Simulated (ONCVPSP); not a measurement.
## germanium (Ge): one change to an ONCV potential, before and after

| Item | Value |
| --- | --- |
| Element | germanium |
| Generator | ONCVPSP 4.0.1 |
| Type | optimised norm-conserving Vanderbilt (ONCV) |
| Functional | PBE |
| Relativity | scalar-relativistic |
| Frozen core | [Ar] |
| Valence charge | 14 |
| Reference configuration | 3d10 4s1.5 4p2.5 |
| Partial waves | 4s: rc 1.70 bohr, ncon 4, nbas 8, qcut 3.2 1/bohr, 2 projectors, debl 3.7 Ha; 4p: rc 2.35 bohr, ncon 4, nbas 9, qcut 3.4 1/bohr, 2 projectors, debl 2.3 Ha; 3d: rc 1.35 bohr, ncon 4, nbas 9, qcut 9.9 1/bohr, 1 projector |
| Local potential | polynomial inside 1.05 bohr (lpopt 5, dvloc0 1 Ha) |
| Core correction | none |

Change: p: debl 0.45.

Cutoffs: the cutoffs (Ha) at which the residual kinetic energy of the hardest occupied pseudo-wave falls to 1 and 0.1 mHa per electron; they do not see the model core or the augmentation charge, which bear on the density cutoff. Errors are all-electron minus pseudo energies relative to the spin-unpolarised reference configuration.

How do hardness, ghosts and transferability respond?

The potential gets neither clearly harder nor softer (48 Ha and 147 Ha → 48 Ha and 147 Ha); the errors of the 4 common tests hardly move; the range in which the p phases agree narrows (upper end 4.1 → 2.1); neither file shows a bound ghost.

```tsv
quantity	base	changed
cutoff, loose	48 Ha	48 Ha
cutoff, tight	147 Ha	147 Ha
bound ghosts	none	none
GHOST(+) flags under 300 eV	s at 73.3 eV, p at 128.3 eV	s at 73.3 eV, p at 97.1 eV
error for 3d10 4s2 4p2, meV [ΔE -3.95 eV]	+2.0	+2.0
error for 3d10 4s2 4p1, meV [ΔE 3.49 eV]	-0.2	-0.2
error for 3d10 4s2 4p0, meV [ΔE 18.93 eV]	-11	-11
error for 3d10 4s1 4p2, meV [ΔE 12.21 eV]	+0.3	+0.1
s: phases at 1.72 bohr within 0.05 rad from the reference energy up to (Ha; the scan ends near 5)	2.7	2.7
p: phases at 2.38 bohr within 0.05 rad from the reference energy up to (Ha; the scan ends near 5)	4.1	2.1
d: phases at 1.37 bohr within 0.05 rad from the reference energy up to (Ha; the scan ends near 5)	0.3	0.3
```
